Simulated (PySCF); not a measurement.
Be(Br)(I), SMILES [Br][Be][I] (B3LYP/def2-SVP optimised geometry):

```
3

Be    -0.106     0.000     0.000
Br    -2.068     0.000     0.003
I      2.068     0.000     0.000
```

Method: B3LYP/def2-TZVP, def2 effective core potentials past Kr (PySCF).

Task: What are the frontier orbital energies and the dipole moment?

Result: HOMO-2 -8.87 eV, HOMO-1 -7.91 eV, HOMO -7.91 eV, LUMO -0.95 eV, LUMO+1 -0.95 eV; dipole moment 0.24 D.

On the same geometry PBE/def2-TZVP, def2 effective core potentials past Kr in PySCF gives HOMO-2 -7.88 eV, HOMO-1 -7.05 eV, HOMO -7.05 eV, LUMO -1.58 eV, LUMO+1 -1.58 eV; dipole moment 0.26 D.
